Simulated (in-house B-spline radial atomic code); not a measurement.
How numerical settings move a run on Mn3+, [Ar] 3d4. Computed with a B-spline radial code for spherical atoms: scalar-relativistic (X2C) revTPSS, spherical fractional occupations, Fermi nucleus of rms radius 3.7057 fm.

Command:
```bash
python run_scf.py task.json out
```
Settings of the sound reference run:
```
Z                25
electrons        22
configuration    [Ar] 3d4
hamiltonian      x2c
method           revtpss,revtpss
spin_polarised   False
nucleus          fermi
rms_radius       3.7057
mass_number      55
atomic_mass      54.93804
speed_of_light   137.036
knot_spacing     0.22
spline_order     8
gauss_points     12
box_radius       16.22
max_iterations   70
damping          0.5
damped_steps     3
diis_vectors     10
tolerance        1e-08
start            Thomas-Fermi
```

Cost of the run: 0.46 s on 1 thread of Intel(R) Xeon(R) Platinum 8259CL CPU @ 2.50GHz, on a shared host.

It converges in 8 iterations to -1155.965299 hartree, with 3d at -40.868 eV. The other runs change the listed settings, some to values that make no sense; their results aren't properties of the atom or ion. Radii are in bohr (the nuclear one in fm), a minus after a letter asks for a j subshell, and «unchanged» means within 1e-8 hartree. The run stops when the residual is below 10 × tolerance × max(1, Z/10), or a noise floor if that is larger, and the energy moves by less than 1e-8 × √|E| hartree; so very loose and very tight tolerances often act alike.

| changed settings | outcome |
| --- | --- |
| gauss_points = 6 | converged in 8 iterations, energy +5.95e-08 hartree from the reference |
| max_iterations = 3, damped_steps = 0 | not converged after 3 iterations, last residual 9.2e-04, last energy +2.41e-05 hartree from the reference |
| knot_spacing = 0.75 | converged in 8 iterations, energy +6.78e-01 hartree from the reference, 3d level -9.0e-02 eV (the program warns: 2s reaches the box edge) |
| knot_spacing = 0.3 | converged in 8 iterations, energy +8.23e-05 hartree from the reference, 3d level -7.9e-04 eV |
| hamiltonian = dirac, method = hf, speed_of_light = 12.49768 | stopped with error: Z/c is past the critical charge |
| knot_spacing = 0.15 | converged in 8 iterations, energy -8.96e-06 hartree from the reference, 3d level +1.6e-05 eV |
| gauss_points = 8 | converged in 8 iterations, energy +6.10e-08 hartree from the reference |
| knot_spacing = 1.4 | converged in 8 iterations, energy +2.54e+01 hartree from the reference, 3d level -7.7e-02 eV (the program warns: 1s reaches the box edge; 2s reaches the box edge) |
| knot_spacing = 2, gauss_points = 6, max_iterations = 100 | converged in 7 iterations, energy +1.10e+02 hartree from the reference, 3d level -8.0e+00 eV (the program warns: 3d reaches the box edge; 1s reaches the box edge) |
| tolerance = 1e-05 | converged in 5 iterations, energy unchanged, 3d level -2.2e-04 eV |
| knot_spacing = 0.55 | converged in 8 iterations, energy +1.41e-02 hartree from the reference, 3d level +2.3e-03 eV |
| knot_spacing = 0.1 | converged in 7 iterations, energy -1.02e-05 hartree from the reference, 3d level +6.4e-05 eV |
| knot_spacing = 1 | converged in 8 iterations, energy +5.57e+00 hartree from the reference, 3d level +4.4e-02 eV (the program warns: 1s reaches the box edge; 2s reaches the box edge) |
| electrons = 23, configuration = [Ar] 3d4 4p-1, max_iterations = 75 | stopped with error: j subshells need the Dirac Hamiltonian and l > 0 |
| knot_spacing = 0.4, max_iterations = 60, damped_steps = 1, start = bare nucleus | converged in 7 iterations, energy +1.78e-04 hartree from the reference, 3d level -1.1e-03 eV |
| gauss_points = 16, first_knot = 0.012, max_iterations = 8, damped_steps = 1 | converged in 7 iterations, energy -5.69e-04 hartree from the reference, 3d level -3.8e-05 eV |
| gauss_points = 16 | converged in 8 iterations, energy +6.86e-08 hartree from the reference |

Task: What happens with knot_spacing = 0.4?

Result: Converged in 8 iterations, energy +1.78e-04 hartree from the reference, 3d level -1.1e-03 eV.

Task: What happens with gauss_points = 4?

Result: Converged in 8 iterations, energy +1.78e-07 hartree from the reference, 3d level -9.0e-07 eV.

Task: What happens with tolerance = 1e-06?

Result: Converged in 6 iterations, energy unchanged, 3d level -2.3e-05 eV.

Task: What happens with gauss_points = 3?

Result: Converged in 13 iterations, energy -1.99e+02 hartree from the reference, 3d level +9.4e-01 eV (the program warns: states collapsed into the nucleus by a negative tau potential were left out of the aufbau).
